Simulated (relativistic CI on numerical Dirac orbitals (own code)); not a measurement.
## Re XXIII: q coefficients and field-shift factors

Calculated at this level of theory: Dirac-Coulomb-Breit CI, orbitals from a KLI potential per configuration, derivatives by finite differences, unscaled Slater integrals, QED left out (own radial code, finite nucleus).

Configurations in the expansion (outside the closed core [Kr] 4d10): 4f⁷.

With x = (α/α₀)² − 1 an excitation energy changes as ω = ω₀ + qx; K = 2q/ω₀ is the relative enhancement. Terms are leading LS components, so labels can repeat. The field-shift factor is F = δν/δ⟨r²⟩ for the transition from the lowest level.

Lowest level 4f⁷ ⁸S°7/2.

| Level | ω₀ (cm⁻¹) | q (cm⁻¹) | K | F (GHz/fm²) |
| --- | --- | --- | --- | --- |
| 4f⁷ ⁶P°7/2 | 65429.1 | -22550 | -0.689 | -0.217 |
| 4f⁷ ⁶P°5/2 | 71750.5 | -9451 | -0.263 | 0.357 |
| 4f⁷ ⁶I°7/2 | 75520.3 | -13480 | -0.357 | 0.242 |
| 4f⁷ ⁶P°3/2 | 76442.2 | -2615 | -0.0684 | 0.671 |
| 4f⁷ ⁶I°9/2 | 79169.0 | -8954 | -0.226 | 0.462 |
| 4f⁷ ⁶I°17/2 | 80041.3 | -5142 | -0.128 | 0.649 |
| 4f⁷ ⁶I°11/2 | 82393.5 | -1678 | -0.0407 | 0.785 |
| 4f⁷ ⁶I°15/2 | 83742.3 | 1755 | 0.0419 | 0.946 |
| 4f⁷ ⁶I°13/2 | 83836.7 | 929.1 | 0.0222 | 0.908 |
| 4f⁷ ⁶D°9/2 | 89193.0 | -6021 | -0.135 | 0.678 |
| 4f⁷ ⁶D°7/2 | 96133.9 | -994.7 | -0.0207 | 0.941 |
| 4f⁷ ⁶D°1/2 | 98769.4 | 9780 | 0.198 | 1.38 |
| 4f⁷ ⁶D°5/2 | 100439.6 | 8723 | 0.174 | 1.36 |

At this charge energies of transitions that change n are usually good to better than 1 %, and those within a shell (Δn = 0) to a few per cent. Terms inside the open d or f shell come out 10 to 20 % too wide with unscaled integrals.
